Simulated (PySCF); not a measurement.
Br2Cu, SMILES [Br][Cu-][Br], charge -1, multiplicity 1.

Geometry optimised at PBE0-D3(BJ)/def2-SVPD. The spin state was assumed, not searched.

Calculation: PBE/def2-TZVPD in PySCF.

Isolated molecule, no solvent.

| Item | Result |
|---|---|
| total energy | -6788.04976 hartree |
| point group | D∞h |
| highest occupied level | -0.89 eV |
| lowest empty level | 2.61 eV |
| orbital gap | 3.50 eV |
| dipole moment about the centre of nuclear charge | 0.00 D |
| mean static polarisability | 92.5 bohr³ (13.70 Å³) |
| polarisability, principal values | 76.6, 76.6, 124.1 bohr³ |
